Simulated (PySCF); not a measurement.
C4H11GaS.
Bonds: C1–C2 (double), C2–Ga3, Ga3–S4, S4–C5, S4–C6. Hydrogens: H7, H8 on C1; H9 on C2; H10, H11 on Ga3; H12, H13, H14 on C5; H15, H16, H17 on C6.

Torsions of this conformer, `[CH2:1]=[CH:2][GaH2-:3][S+:4]([CH3:5])[CH3:6]`: C1–C2–Ga3–S4 -94°, C2–Ga3–S4–C5 56°.

The closed-shell ground state was solved at several levels (PySCF, density fitting, gas phase). Geometry: PBE0-D3(BJ)/def2-SVP, one conformer, isolated molecule. The calculation is non-relativistic and has no spin–orbit coupling, an omission that weighs most on gallium.

```json
{"level": "wB97X-D/def2-SVPD", "basis functions": "233", "HOMO (eV)": "-9.21", "LUMO (eV)": "1.31", "gap (eV)": "10.52", "dipole (D)": "4.32"}
{"level": "PBE0/pcSseg-1", "basis functions": "188", "HOMO (eV)": "-7.41", "LUMO (eV)": "-0.32", "gap (eV)": "7.09", "dipole (D)": "4.37"}
```

Question: What might PBE/pcSseg-1 (188 basis functions) give for the same quantities?

Answer: HOMO -6.15 eV, LUMO -1.24 eV, gap 4.91 eV, dipole 4.34 D.

Question: Over all these levels, which gives the widest orbital gap and which the narrowest?

Answer: wB97X-D/def2-SVPD (range-separated hybrid) has the widest, 10.52 eV, and PBE/pcSseg-1 (GGA) the narrowest, 4.91 eV. Functional and basis both differ between the two, so the spread mixes both effects.

Question: How far do the dipole and the HOMO energy spread over the levels?

Answer: The dipole runs from 4.32 to 4.37 D (mean 4.34 D) and the HOMO from -9.21 to -6.15 eV.
